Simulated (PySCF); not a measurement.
A GIAO shielding run with PySCF 2.14.0 with density-fitted response routines (density fitting, non-relativistic, gas phase) on `C1S[SiH2]C[C@H](F)S1`, C3H7FS2Si:

```
$ OMP_NUM_THREADS=1 python probes_run.py task.json out

{"job": {"kind": "nmr", "xc": "PBE0", "basis": "pcSseg-1"}, "charge": 0, "multiplicity": 1}
F     -0.566429    -1.203250     1.397487
C     -0.601591    -1.301445     0.027959
C     -1.288052    -0.085755    -0.561540
Si    -0.510249     1.557394     0.024239
S      1.585195     1.484151    -0.452192
C      1.947068    -0.172920     0.216579
S      1.102372    -1.551146    -0.602097
H     -1.122367    -2.236203    -0.210227
H     -2.339119    -0.117390    -0.270389
H     -1.246434    -0.173954    -1.647358
H     -0.650724     1.682197     1.471222
H     -1.025185     2.665313    -0.758626
H      3.009348    -0.346652     0.066387
H      1.705491    -0.200813     1.276390
```

Hardware: 1 thread of an Arm Neoverse N1, shared host. The job also computes population analyses, field gradients, ring-centre shieldings.

Problem. How large is the calculation?

Solution. 80 electrons, 175 basis functions and 979 auxiliary functions.

Problem. How long does it take, and how much memory does it need?

Solution. 41 s of wall time, with 13 SCF cycles and 5 response iterations; peak memory 0.81 GiB. Times on a shared host scatter by some tens of per cent.
